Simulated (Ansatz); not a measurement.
Mulliken charges of CH6OSSi (`O[SiH2]CS`) from r2SCAN/def2-TZVPP in Ansatz (PBE0-D4/def2-TZVP geometry).

| atom | x (Å) | y (Å) | z (Å) | charge (e) |
| --- | --- | --- | --- | --- |
| O1 | -1.785 | 0.553 | -0.515 | -0.417 |
| Si2 | -0.488 | 0.755 | 0.474 | 0.509 |
| C3 | 0.558 | -0.801 | 0.463 | -0.179 |
| S4 | 1.000 | -1.197 | -1.256 | -0.197 |
| H5 | -1.577 | 0.137 | -1.357 | 0.200 |
| H6 | -1.030 | 1.059 | 1.821 | -0.090 |
| H7 | 0.392 | 1.870 | 0.021 | -0.112 |
| H8 | -0.038 | -1.651 | 0.806 | 0.095 |
| H9 | 1.451 | -0.748 | 1.089 | 0.086 |
| H10 | 1.600 | -0.029 | -1.546 | 0.104 |

Question: By hand: the dipole of these point charges (1 e Å = 4.8032 D).

Answer: Σ q r = (0.220, 0.031, 0.192) e Å, of length 0.294 e Å = 1.41 D.

Question: How does the dipole of the full density compare? (Estimate.)

Answer: Ansatz gave: (0.226, -0.042, 0.064) e Å, 1.15 D; the point charges give 1.23 times that, at 30° from its direction.

Point charges leave out the atoms' own dipoles, such as those of lone pairs, and Mulliken's split depends on the basis, so the two needn't agree.
